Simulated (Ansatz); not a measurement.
Start from `O[SiH2]N[SiH2][AlH2]` and change one atom or group to get `O[SiH2][NH][GeH2][OH]`.

Ansatz, PBE0-D4/def2-TZVP geometries, multiplicity 1. Each molecule was computed in one conformer, which needn't be the lowest.

Scalar relativity is left out up to krypton.

```tsv
property	`O[SiH2]N[SiH2][AlH2]`
size of the dipole moment (ωB97M-V/def2-TZVPP) / D	2.12
HOMO energy (PBE/def2-TZVPP) / eV	-5.95
size of the dipole moment (B3LYP/def2-TZVPP) / D	2.08
HOMO–LUMO gap (PBE0/def2-TZVPP) / eV	5.00
HOMO–LUMO gap (B3LYP/def2-TZVPP) / eV	4.62
HOMO energy (PBE0/def2-TZVPP) / eV	-7.10
```

Q: What does the change do to each property? (Best estimate.)

A: Ansatz gave: 
| property | `O[SiH2][NH][GeH2][OH]` | shift |
| --- | --- | --- |
| size of the dipole moment (ωB97M-V/def2-TZVPP) / D | 3.02 | 0.90 |
| HOMO energy (PBE/def2-TZVPP) / eV | -6.25 | -0.30 |
| size of the dipole moment (B3LYP/def2-TZVPP) / D | 2.96 | 0.88 |
| HOMO–LUMO gap (PBE0/def2-TZVPP) / eV | 7.78 | 2.78 |
| HOMO–LUMO gap (B3LYP/def2-TZVPP) / eV | 7.26 | 2.64 |
| HOMO energy (PBE0/def2-TZVPP) / eV | -7.62 | -0.52 |

With PBE0 the HOMO falls by 0.52 eV and the LUMO rises by 2.27 eV, so the gap widens by about 2.79 eV. PBE moves the HOMO by -0.30 eV and ωB97M-V by -0.78 eV. Dipoles are sizes alone; their direction can turn.

B3LYP here is the variant with VWN-RPA as its local correlation; programs differ in this.
